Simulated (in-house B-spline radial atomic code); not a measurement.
# PBE0 excitations of Si V (Si4+)

Method: PBE0. Computed with an all-electron radial atomic-structure program (B-spline basis): linear response of the closed shell [He] 2s2 2p6 with the functional's adiabatic kernel; scalar-relativistic (spin-free one-electron X2C), finite nucleus, no spin-orbit coupling, no double excitations, S, P, D and F terms only. Only terms of natural parity with L up to 3 were computed.

Command:
```bash
python run_td.py task.json out
```
Settings (radii: box in bohr, nucleus in fm):
```
Z                        14
electrons                10
configuration            [He] 2s2 2p6
hamiltonian              x2c
method                   pbe0
box_radius               19.1
rms_radius               3.1224
intervals                73
```

Time taken, with all properties: 0.3 s on 1 thread of Intel(R) Xeon(R) Platinum 8559C (Emerald Rapids) (shared host).

The lowest states, in the order of their Tamm-Dancoff energies; the method's threshold (minus the highest occupied level) is 153.86 eV. Labels give the largest channel, * marks a mixed state, and oscillator strengths are full-response dipole values. Semilocal kernels can invert the small singlet-triplet splittings of Rydberg terms. Energies in eV:

```
     state  full response  Tamm-Dancoff  oscillator strength
2p → 3s 3P          99.91         99.93                    -
2p → 3s 1P         100.94        100.96                0.213
2p → 3p 3S              ?             ?                    -
2p → 3p 3D         109.39        109.41                    -
2p → 3p 1D         110.14        110.15                    -
2p → 3p 1S         114.76        115.18                    -
2p → 3d 3P         121.64        121.64                    -
2p → 3d 3F         121.86        121.87                    -
2p → 3d 1F         122.24        122.24                    -
2p → 3d 1P              ?             ?                    ?
```

(1) Where does 2p → 3d 1P lie?

(2) Where does 2p → 3p 3S lie?

(3) How large is the singlet-triplet splitting of 2p → 3s (P terms) in Tamm-Dancoff?

(4) What polarisabilities and dispersion coefficient does the method give?

Answers

(1) At 123.56 eV in full response, 123.63 eV in Tamm-Dancoff, oscillator strength 0.909.

(2) At 108.37 eV in full response, 108.41 eV in Tamm-Dancoff.

(3) 1.03 eV, from the unrounded values.

(4) Dipole 0.1684 bohr³, quadrupole 0.1093 bohr⁵, C6 0.1251 hartree·bohr⁶ for two such species.
